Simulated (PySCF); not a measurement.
Species: C5H7F3O2.
SMILES with atom numbers: `[CH2:1]=[C:2]([CH2:3][O:4][C:5]([F:6])([F:7])[F:8])[O:9][CH3:10]` (hydrogens: H11, H12 on C1; H13, H14 on C3; H15, H16, H17 on C10)

Theory: PBE0-D3(BJ)/def2-SVP geometry optimisation, gas phase (PySCF 2.14.0).

Task: What internal coordinates does the optimisation give?

Result: 
```json
{"bond": "C1=C2", "length (Å)": "1.340", "order": "double"}
{"bond": "C2–C3", "length (Å)": "1.501", "order": "single"}
{"bond": "C3–O4", "length (Å)": "1.428", "order": "single"}
{"bond": "O4–C5", "length (Å)": "1.336", "order": "single"}
{"bond": "C5–F6, C5–F8", "length (Å)": "1.336", "order": "single"}
{"bond": "C5–F7", "length (Å)": "1.323", "order": "single"}
{"bond": "C2–O9", "length (Å)": "1.345", "order": "single"}
{"bond": "O9–C10", "length (Å)": "1.400", "order": "single"}
{"bond": "C1–H11", "length (Å)": "1.090", "order": "single"}
{"bond": "C1–H12", "length (Å)": "1.090", "order": "single"}
{"bond": "C3–H13, C3–H14", "length (Å)": "1.098", "order": "single"}
{"bond": "C10–H15, C10–H16, C10–H17", "length (Å)": "1.102", "order": "single"}
```

Bonds in one row agree within 0.01 Å and their mean is given. Orders are formal, as drawn. A selection of angles:
```json
{"angle": "C1–C2–C3", "degrees": "122.9"}
{"angle": "C1–C2–O9", "degrees": "126.6"}
{"angle": "C3–C2–O9", "degrees": "110.5"}
{"angle": "C2–C3–O4", "degrees": "113.9"}
{"angle": "C3–O4–C5", "degrees": "119.7"}
{"angle": "O4–C5–F6", "degrees": "112.8"}
{"angle": "O4–C5–F7", "degrees": "107.9"}
{"angle": "F6–C5–F7", "degrees": "108.4"}
{"angle": "C2–O9–C10", "degrees": "118.1"}
```

Dihedral angles: C1–C2–C3–O4 90°; C2–C3–O4–C5 69° (synclinal); C3–O4–C5–F6 46° (synclinal); C1–C2–O9–C10 -7° (synperiplanar). The mirror-image conformer, all signs reversed, is as good.

The 4 C–O bonds span 1.336 Å (O4–C5, drawn single) to 1.428 Å (C3–O4, drawn single), a spread of 0.092 Å. The C–C distances run from 1.340 Å (C1=C2, drawn double) to 1.501 Å (C2–C3, drawn single), a spread of 0.161 Å. Of the pairs four or more bonds apart, C10···H12 is among the closest relative to their van der Waals radii: 2.58 Å, 89 % of the sum of Bondi's values.

Point group: C1 (no symmetry element, even within 0.4 Å). No frequency check. One conformer, not necessarily the lowest.

The run took about 6 min of CPU time (one thread, shared machine). That covers the optimisation of the geometry.
